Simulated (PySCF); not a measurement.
**C₆ coefficients of unlike pairs at UHF**

Calculated with PySCF 2.14 from the dipole response of each species, C₆(A,B) = (3/π) ∫ α_A(iu) α_B(iu) du, in atomic units, from isotropic polarisabilities. For ions this is the dispersion term alone; charge-induced terms of lower order in 1/R come first.

```tsv
species	configuration	basis	relativity	α (bohr³)	C₆ (like pair)
S³⁺	[Ne] 3s2 3p1 (2P)	dyall-av3z (19s12p3d2f)	none	5.559	14.99
Mn²⁺	[Ar] 3d5 (6S)	aug-cc-pwCVTZ (10s9p7d4f3g)	none	3.204	9.371
N⁺	[He] 2s2 2p2 (3P)	dyall-av3z (15s9p3d2f)	none	3.927	8.212
Cd	[Kr] 4d10 5s2 (1S)	aug-cc-pwCVTZ-PP with ECP28MDF (8s8p7d4f3g)	core potential	63.77	611.9
```

Task: Estimate C₆ for N⁺ with Mn²⁺.

Result: The integral gives 8.469. The combination rule 2 C_A C_B / (C_A α_B/α_A + C_B α_A/α_B) gives 8.463 and the geometric mean 8.772.

No spin-orbit coupling is included.

The other pairs:

```json
{"pair": "N⁺, S³⁺", "C₆": "11.03"}
{"pair": "Cd, Mn²⁺", "C₆": "57.96"}
{"pair": "Cd, N⁺", "C₆": "61.82"}
{"pair": "Cd, S³⁺", "C₆": "85.61"}
{"pair": "Mn²⁺, S³⁺", "C₆": "11.08"}
```
